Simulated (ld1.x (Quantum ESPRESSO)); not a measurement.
## What one change does to a pseudopotential (Re, TM)

ld1.x (Quantum ESPRESSO) 7.5 input, shortened:

```
&input
   title='Re', zed=75., rel=2, dft='PBE', iswitch=3,
   config='[Xe] 4f14 5d5 6s2 6p0', rel_dist='average'
 /
 &inputp
   pseudotype=2, tm=.true., lloc=1,
   nlcc=.false.
 /
3
6S  1  0   2.00   0.00  2.60  2.60  0.0
5D  3  2   5.00   0.00  1.55  1.55  0.0
6P  2  1   0.00   0.00  2.50  2.50  0.0
 &test
   configts(1)='5d5 6s2 6p0'
 /
```

Open shells are filled in proportion to 2j + 1 (rel_dist='average').

Change: all radii scaled by about 0.82 (s 2.14, p 2.06, d 1.28 bohr).

Cutoffs: the cutoffs (Ry, on a coarse ladder) from which the occupation-weighted sum of valence levels, in a spherical-Bessel basis at the reference potential, stays within 10 and 1 mRy of its value at 400 Ry; they do not see the model core or the augmentation charge, which bear on the density cutoff. Errors are all-electron minus pseudo energies relative to the spin-unpolarised reference configuration.

**Question.** How do hardness, ghosts and transferability respond?

**Answer.** The potential gets neither clearly harder nor softer (35 Ry and 55 Ry → 35 Ry and 55 Ry); both files keep a bound ghost (s); of the 7 tests that both files solve, the error grows in 4 and shrinks in 3 by more than 15 % and 0.3 meV (median size 38.3 → 9.2 meV).

| quantity | base | changed |
| --- | --- | --- |
| cutoff, loose | 35 Ry | 35 Ry |
| cutoff, tight | 55 Ry | 55 Ry |
| loose cutoff by channel (10 mRy a level) | s 6 Ry, d 30 Ry | s 12 Ry, d 30 Ry |
| bound ghosts | s | s |
| error for 5d5 6s1 6p0, meV [ΔE 9.25 eV] | +0.7 | +6.1 |
| error for 5d5 6s0 6p0, meV [ΔE 25.58 eV] | +38 | +57 |
| error for 5d4 6s0 6p0, meV [ΔE 52.70 eV] | -40 | +9.2 |
| error for 5d3 6s0 6p0, meV [ΔE 92.03 eV] | -255 | -173 |
| error for 5d5.5 6s1.5 6p0, meV [ΔE 0.38 eV] | -14 | -9.0 |
| error for 5d5 6s0 6p1, meV [ΔE 15.00 eV] | -88 | -244 |
| error for 5d5 6s1.5 6p0, meV [ΔE 3.78 eV] | -0.3 | +1.0 |

Changed file: These tests converged, but a pseudo level misses the all-electron one widely, so the file describes the atom poorly there or has found another state: 5d3 6s0 6p0: empty 6p by 6.4 eV (a node warning on the way). A true bound ghost makes a file unfit for plane-wave use even where its test errors are small: the radial tests pick states by their node count and pass the ghost by.
